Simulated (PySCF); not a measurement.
From one molecule to another.

First species: CH3CH2CHFCH3, C4H9F.
SMILES: `CC[C@H](C)F`

Second species: CH₆GeS₂.
SMILES with atom numbers: `[CH3:1][S:2][GeH2:3][SH:4]` (hydrogens: H5, H6, H7 on C1; H8, H9 on Ge3; H10 on S4)

Levels: CAM-B3LYP/def2-SVPD for dipole moment, HOMO energy, LUMO energy, HOMO–LUMO gap, static isotropic polarisability and electronic spatial extent ⟨r²⟩ about the centre of nuclear charge; TDDFT CAM-B3LYP/def2-SVPD for lowest singlet excitation; TDA CAM-B3LYP/def2-SVPD for lowest triplet excitation (Tamm–Dancoff); ΔSCF CAM-B3LYP/def2-SVPD for vertical ionisation energy; PBE0-D3(BJ)/def2-SVP for rotational constant A and rotational constant C. Geometries: PBE0-D3(BJ)/def2-SVP. Each structure is a single optimised conformer of the isolated species, non-relativistic unless stated; the electronic structure was computed with PySCF and density fitting.

The conformers computed, where there is a choice (atom-mapped SMILES and torsion angles):
- `[CH3:1][CH2:2][C@H:3]([CH3:4])[F:5]`: C1–C2–C3–C4 179°
- `[CH3:1][S:2][GeH2:3][SH:4]`: C1–S2–Ge3–S4 56°, H–S4–Ge3–S2 58°

Values for the first species:

```
Dipole moment                                                     : 1.92 D
HOMO energy                                                       : -10.51 eV
LUMO energy                                                       : 1.39 eV
HOMO–LUMO gap                                                     : 11.90 eV
Lowest singlet excitation                                         : 8.89 eV
Lowest triplet excitation (Tamm–Dancoff)                          : 8.61 eV
Static isotropic polarisability                                   : 52.2 au
Vertical ionisation energy                                        : 11.45 eV
Electronic spatial extent ⟨r²⟩ about the centre of nuclear charge : 506 bohr²
Rotational constant A                                             : 8.259 GHz
Rotational constant C                                             : 2.702 GHz
```

Estimate the same properties for the second species, and the change in each.

```csv
property,first,second,second less first
dipole moment,1.92 D,0.58 D,-1.34 D
HOMO energy,-10.51 eV,-8.28 eV,+2.23 eV
LUMO energy,1.39 eV,0.33 eV,-1.06 eV
HOMO–LUMO gap,11.90 eV,8.61 eV,-3.29 eV
lowest singlet excitation,8.89 eV,5.26 eV,-3.63 eV
lowest triplet excitation (Tamm–Dancoff),8.61 eV,4.83 eV,-3.78 eV
static isotropic polarisability,52.2 au,87.7 au,+35.5 au
vertical ionisation energy,11.45 eV,9.06 eV,-2.39 eV
electronic spatial extent ⟨r²⟩ about the centre of nuclear charge,506 bohr²,868 bohr²,+362 bohr²
rotational constant A,8.259 GHz,3.967 GHz,-4.292 GHz
rotational constant C,2.702 GHz,1.386 GHz,-1.316 GHz
```

On the first: S1 lies 3.01 eV below the HOMO–LUMO gap; its leading configuration is HOMO→LUMO, weight 0.91. In atomic units the dipole is 0.76 e·bohr (1 au = 2.5417 D).

On the second: The ΔSCF ionisation energy exceeds −ε(HOMO) by 0.78 eV with CAM-B3LYP. The principal polarisabilities are 74.8, 87.0 and 101.2 au; their mean is the isotropic value. Relativistic effects, spin–orbit coupling among them, are left out although an element past zinc is present.
